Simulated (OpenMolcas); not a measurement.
# Pt4+: moving or changing the point charges

Pt4+ among 4 point charges of -2.5 e arranged as a square (D4h), 2.04 Å from the ion.
```
   2.0400    0.0000    0.0000  -2.50
   0.0000    2.0400    0.0000  -2.50
  -2.0400    0.0000    0.0000  -2.50
   0.0000   -2.0400    0.0000  -2.50
```

* Program: OpenMolcas
* Method: CASSCF
* Basis: ANO-RCC-VDZP [7s6p4d2f]
* Scalar Hamiltonian: DKH2, point nucleus
* Active space: 6 electrons in 5 orbitals (5d)
* State averaging: 2S+1 = 5 even, 5 roots; 2S+1 = 3 even, 45 roots; 2S+1 = 1 even, 50 roots
* Spin-orbit coupling: state interaction with AMFI integrals over the reference wave functions

Runs around this geometry, states (labels of D4, the rotations of D4h). Energies in cm-1 above the lowest state or level, χT in cm3 K/mol.

| R (Å) | q (e) | Ground state | First state of that spin | First gap with spin-orbit (degeneracies) | χT at 300 K | First state of another spin |
| --- | --- | --- | --- | --- | --- | --- |
| 2.04 | -1.25 | 5A1 | 5E 2226 | 392.7 (1, 2) | 3.689 | 3B2 16800 |
| 1.96 | -2.5 | 5A1 | 5E 9190 | 1595 (1, 2) | 0.961 | 3E 7852 |
| 2.04 | -2.5 | 5A1 | 5E 7805 | 1246 (1, 2) | 1.341 | 3E 10672 |

Taking the first state of the same spin as R^-n, n = -ln(7805 / 9190) / ln(2.04 / 1.96) = 4.1 between the shortest and longest distance.

Scaling the charges by -1.25 / -2.5 = 0.50 scales the first state of the same spin by 2226 / 7805 = 0.29; with fixed orbitals a first-order splitting would follow the charge.

Without dynamic correlation the repulsion within the d shell is too large (B by tens of per cent), so at a given field states of lower spin stand too high. Point charges give a weaker field than real ligands, and real ions of this kind are as a rule low spin; the high spin found here belongs to the model. Spin-orbit coupling mixes the spin-free states strongly: the lowest level takes only 52 % from its leading state, 5A1 (figures for R = 2.04, q = -1.25; the like holds for R = 1.96, q = -2.5, R = 2.04, q = -2.5). This shell can be high or low spin here, a state of another spin lies low, and with metal d orbitals alone active their balance is uncertain, so the ground spin may be wrong (holds for R = 1.96, q = -2.5; R = 2.04, q = -2.5). This is an electrostatic model: the charges have no orbitals. No measured value stands beside these numbers.
